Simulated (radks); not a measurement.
Tm51+, configuration [Ar]. All-electron calculation, scalar-relativistic Kohn-Sham, Slater X-alpha with alpha = 0.95, spin-polarised, spherical densities, point nucleus. Program: a radial shooting solver on a logarithmic mesh with Libxc functionals.

Unscreened Slater integrals over Kohn-Sham orbitals (cm^-1). They are taken over the spin-up orbitals.

F0(3p,3p): 984160
F2(3p,3p): 492580
F0(3p,3s): 971610
G1(3p,3s): 628970
F0(3p,2p): 1302500
F2(3p,2p): 335030
G0(3p,2p): 133850
G2(3p,2p): 148150
F0(3p,2s): 1266700
G1(3p,2s): 105840
F0(3s,3s): 962070
F0(3s,2p): 1259100
G1(3s,2p): 131220
F0(3s,2s): 1235200
G0(3s,2s): 105770
F0(2p,2p): 2689500
F2(2p,2p): 1274300
F0(2p,2s): 2491600
G1(2p,2s): 1422800
F0(2s,2s): 2367200
